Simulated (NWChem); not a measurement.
Species: C₄H₄O₂; SMILES O=C1CC=CO1

```xyz
10

O      0.0187     2.0354     0.0000
C     -0.0186     0.8346     0.0000
C     -1.2093    -0.1268     0.0000
C     -0.5573    -1.4767     0.0000
C      0.7748    -1.2757     0.0000
O      1.1468     0.0563     0.0000
H     -1.8451     0.0788    -0.8884
H     -1.8451     0.0788     0.8884
H     -1.0644    -2.4481     0.0000
H      1.6128    -1.9836     0.0000
```
Atoms are numbered in this order, from 1.

All runs: NWChem. All runs use the structure optimised with PBE-D3(BJ)/def2-SVP. Level: M05-2X/def2-SVP with SMD (1 M gas to 1 M solution), gas-phase geometry.

For solvent water:

```
Quantity                                     Result
-------------------------------------------  ------
solvation free energy (kcal/mol)               -5.7
cavity-dispersion-structure term (kcal/mol)     4.2
dipole in solution (D)                         5.26
```

Estimate the same quantities for solvent cyclohexanone.

The solvation free energy (kcal/mol) is -7.4 and the cavity-dispersion-structure term (kcal/mol) is -1.3. The dipole in solution (D) comes out as 4.73.
